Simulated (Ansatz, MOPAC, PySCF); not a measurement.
Species: SrOH, charge 0, multiplicity 2. SMILES: [Sr][OH]
Geometry: optimised at B3LYP-D3(BJ)/def2-TZVP (Ansatz, a first-principles code).

Unscaled harmonic wavenumbers (cm⁻¹) in rising order, each level at the stationary point that it reaches from this structure (no distance between atoms moves by over 0.3 Å); the order of modes can differ between levels, and a negative number is imaginary. B3LYP-D3(BJ)/def2-TZVP (PySCF, at the structure above): 367, 367, 531, 3916.

PM3 (MOPAC): 549, 651, 651, 3736. Zero-point energy 8.0 against 7.4 kcal/mol; where all levels lie over 400 cm⁻¹, the wavenumbers are on average 1.089 times those of B3LYP-D3(BJ)/def2-TZVP.

HF/3-21G (Ansatz): 505, 505, 534, 3939. Zero-point energy 7.8 against 7.4 kcal/mol; where all levels lie over 400 cm⁻¹, the wavenumbers are on average 1.006 times those of B3LYP-D3(BJ)/def2-TZVP.

HF/6-31G* with LANL2DZ past Ar (Ansatz): 410, 410, 532, 4230. Zero-point energy 8.0 against 7.4 kcal/mol; where all levels lie over 400 cm⁻¹, the wavenumbers are on average 1.040 times those of B3LYP-D3(BJ)/def2-TZVP.

B3LYP/6-31G* with LANL2DZ past Ar (Ansatz): 319, 319, 504, 3910. Zero-point energy 7.2 against 7.4 kcal/mol; where all levels lie over 400 cm⁻¹, the wavenumbers are on average 0.973 times those of B3LYP-D3(BJ)/def2-TZVP.
